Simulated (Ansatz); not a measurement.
Sn21H32, a nanocrystal cut from cubic tin, 53 atoms. Hardware: 11 threads of AMD EPYC 7R13 on a shared host and a whole NVIDIA H100 80GB HBM3.

In the def2 sets Sn takes a core potential; there is no spin–orbit coupling. Correlated methods freeze 84 core orbitals; core or outer-core shells of Sn are correlated, in sets that lack core-valence functions. Single mean-field runs in def2-SVP, def2-TZVP are fitted with def2-universal-jkfit.

(1) How many basis functions does each of these Ansatz runs have, and roughly what does it cost? PBE0-D4/def2-SVP, charge 0 singlet, energy, from earlier orbitals; PBE-D4/def2-SVP, charge 0 singlet, relaxation, 10 steps; PBE0-D4/def2-TZVP, charge 1 doublet at the geometry of the charge 0 singlet, energy; r2SCAN-D4/def2-TZVP, charge 0 singlet, energy and forces, from earlier orbitals; PBE-D4/def2-TZVP, charge 0 triplet at the geometry of the charge 0 singlet, energy, from earlier orbitals; PBE-D4/def2-TZVP, charge -1 doublet at the geometry of the charge 0 singlet, energy, from earlier orbitals; PBE-D4/def2-SVP, charge 0 singlet, energy, from earlier orbitals; PBE0-D4/def2-TZVP, charge 0 singlet, energy, from earlier orbitals; PBE-D4/def2-TZVP, charge 1 doublet at the geometry of the charge 0 singlet, energy, from earlier orbitals; PBE0-D4/def2-TZVP, charge 0 triplet at the geometry of the charge 0 singlet, energy; MP2/def2-TZVP, charge 0 singlet, energy, from earlier orbitals; PBE0-D4/def2-TZVP, charge -1 doublet at the geometry of the charge 0 singlet, energy.

Answers

(1) Other jobs shared the machine, so times can vary by a factor of up to 3.

```tsv
run	functions	fitting or Cholesky vectors	wall time	peak host memory (GiB)
PBE-D4/def2-SVP, charge 0 singlet, energy, from earlier orbitals	706	5154	6 s	1.3
PBE0-D4/def2-SVP, charge 0 singlet, energy, from earlier orbitals	706	5154	6.5 s	1.3
PBE0-D4/def2-TZVP, charge 0 singlet, energy, from earlier orbitals	1242	5154	11 s	1.5
r2SCAN-D4/def2-TZVP, charge 0 singlet, energy and forces, from earlier orbitals	1242	5154	12 s	1.7
PBE-D4/def2-TZVP, charge -1 doublet at the geometry of the charge 0 singlet, energy, from earlier orbitals	1242	5154	14 s	1.9
PBE-D4/def2-TZVP, charge 1 doublet at the geometry of the charge 0 singlet, energy, from earlier orbitals	1242	5154	19 s	2.2
PBE-D4/def2-TZVP, charge 0 triplet at the geometry of the charge 0 singlet, energy, from earlier orbitals	1242	5154	20 s	2.3
PBE0-D4/def2-TZVP, charge -1 doublet at the geometry of the charge 0 singlet, energy	1242	5154	34 s	2.4
PBE0-D4/def2-TZVP, charge 0 triplet at the geometry of the charge 0 singlet, energy	1242	5154	34 s	2.4
MP2/def2-TZVP, charge 0 singlet, energy, from earlier orbitals	1242	11690	38 s	22
PBE-D4/def2-SVP, charge 0 singlet, relaxation, 10 steps	706	5154	40 s	1.5
PBE0-D4/def2-TZVP, charge 1 doublet at the geometry of the charge 0 singlet, energy	1242	5154	42 s	2.4
```
